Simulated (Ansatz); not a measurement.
`CC(Cl)[SiH2]O` → `OC[SiH2]CCl`  (isomerisation)

Gas-phase electronic energies from Ansatz, PBE0-D4/def2-TZVP geometries. CCSD(T)/CBS adds triple-zeta CCSD(T) − MP2 to the extrapolated MP2 energy (def2 sets, frozen cores). DFT in def2-TZVPP. Each species was taken in one conformer, which may not be the lowest.

```json
{"level": "B2PLYP", "ΔE (kJ/mol)": "173.2"}
{"level": "PBE0", "ΔE (kJ/mol)": "162.9"}
{"level": "LC-ωPBE", "ΔE (kJ/mol)": "167.0"}
{"level": "CCSD/def2-SVP", "ΔE (kJ/mol)": "161.2"}
```

Q: What does CCSD(T)/CBS give? (Best estimate.)

A: Ansatz gave: +175.6 kJ/mol. The listed levels differ from it by -2.4, -12.7, -8.6, -14.4 kJ/mol.

Q: What do rigid-rotor, harmonic-oscillator terms from PBE0-D4/def2-TZVP frequencies (298.15 K, 1 bar) make of the CCSD(T)/CBS value? (An estimate is asked.)

A: The calculation gave: ΔZPE = -0.6 kJ/mol, ΔH = +175.1 kJ/mol, ΔS = 4 J/(mol·K), ΔG = +173.8 kJ/mol.

Largest T1 diagnostic among the species: 0.010.

From r2SCAN to r2SCAN0 (25 % exact exchange), in def2-TZVPP and without D4, ΔE moves by +3.2 kJ/mol. At CCSD(T), def2-SVP lies −15.2 kJ/mol from the extrapolated value and def2-TZVPP −2.1 kJ/mol.

CCSD(T)/CBS has its own doubt, a few kJ/mol and more with outer-core shells, so smaller differences from it don't rank the levels.
